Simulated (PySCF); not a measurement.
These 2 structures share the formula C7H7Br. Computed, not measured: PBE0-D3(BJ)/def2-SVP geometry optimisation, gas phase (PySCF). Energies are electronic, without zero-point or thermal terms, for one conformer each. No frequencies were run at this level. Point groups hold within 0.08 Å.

Question: Order them by energy at this level, lowest first, and give relative energies in kJ/mol.
A. `CC=C=C=C=C(C)Br`
B. p-bromotoluene (`Cc1ccc(Br)cc1`)

Answer: B (0.0), A (358.6).

As drawn, the lower has an aromatic ring, which the higher lacks; the higher has cumulated double bonds and a C=C bond outside aromatic rings, which the lower lacks.

```json
{"SMILES": "Cc1ccc(Br)cc1", "E (Eh)": "-2844.00786", "E rel (kJ/mol)": "0.0", "dipole (D)": "2.13", "point group": "Cs", "A, B, C (MHz)": "5524, 637.0, 573.2"}
{"SMILES": "CC=C=C=C=C(C)Br", "E (Eh)": "-2843.87126", "E rel (kJ/mol)": "358.6", "dipole (D)": "2.16", "point group": "C1", "A, B, C (MHz)": "3515, 425.1, 389.5"}
```
